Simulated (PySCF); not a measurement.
Electric field gradients and quadrupole coupling constants

Compound: C3H3F3SSi.
Structure used (GFN2-xTB), in Å, numbered top down from 1:
```
atom  x, y, z in Å
C1     2.665   -0.629    0.282
C2     1.610   -0.253   -0.160
Si3    0.000    0.378   -0.795
S4    -0.324    2.445   -0.340
C5    -1.315   -0.642    0.223
F6    -1.074   -1.964    0.194
F7    -2.569   -0.477   -0.242
F8    -1.354   -0.293    1.528
H9     3.583   -0.969    0.667
H10   -0.265    0.138   -2.202
H11   -0.952    2.268    0.816
```

Field gradients from the PBE0/pcSseg-1 density (PySCF, non-relativistic), principal values in atomic units, ordered |Vxx| ≤ |Vyy| ≤ |Vzz|:

```
atom     Vxx     Vyy      Vzz
  S4  0.3044  1.8574  -2.1618
```

Problem. Find the asymmetry η = (Vxx − Vyy)/Vzz and the couplings χ = eQV/h (234.96 MHz × Q in barn × V in au), with Q(33S) = −0.0678 b.

Solution. 
| atom | environment | nucleus | η | χzz (MHz) | χxx (MHz) | χyy (MHz) |
| --- | --- | --- | --- | --- | --- | --- |
| S4 | sulfur bonded to Si and H | 33S | 0.72 | 34.44 | -4.85 | -29.59 |

Problem. What is Vzz at S4 in SI units (1 au = 9.71736 × 10²¹ V/m²)?

Solution. -2.1618 au = -21.007 × 10²¹ V/m².

Problem. What couplings would deuterons (Q(2H) = 0.00286 b) have in place of the hydrogens, at this geometry?

Solution. 
```
atom  bonded to  bond length (Å)  Vzz (au)     η  χzz (kHz)
  H9         C1            1.052    0.3841  0.00        258
 H10        Si3            1.451    0.1663  0.02        112
 H11         S4            1.327    0.2512  0.14        169
```

One conformer (not necessarily the lowest) at the GFN2-xTB geometry, without solvent, vibrations or thermal averaging. GFN2-xTB bond lengths can be off by several hundredths of an ångström, more for odd bonds, and the gradients follow them. With so small a basis the couplings can be 20 % off.
